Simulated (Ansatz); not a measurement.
AlFGeH6Si (`[F][GeH]([AlH2])[SiH3]`) at its PBE0-D4/def2-TZVP geometry, where that method's forces vanish. The species carries charge 0 and has multiplicity 1.

```xyz
10

F     0.3972    1.0704   -2.0256
Ge    0.1834   -0.2089   -0.8275
Al    2.2743   -0.3548    0.5180
Si   -1.8339    0.3616    0.3300
H    -0.0910   -1.4762   -1.6763
H     2.3700   -1.4873    1.6256
H     3.4528    0.6779    0.2937
H    -2.9639    0.5256   -0.6199
H    -2.1477   -0.7315    1.2900
H    -1.6411    1.6232    1.0921
```

What forces (eV/Å) does PBE-D4/def2-TZVPP give on these atoms in Ansatz 0.2.0? (Estimate.)

Ansatz gave: 
```
F1   0.068  0.433 -0.408
Ge2  0.037 -0.286  0.407
Al3 -0.049 -0.010 -0.033
Si4  0.034 -0.016 -0.022
H5  -0.044 -0.161 -0.101
H6   0.011 -0.084  0.089
H7   0.094  0.084 -0.015
H8  -0.127  0.021 -0.095
H9  -0.039 -0.109  0.101
H10  0.015  0.128  0.078
```
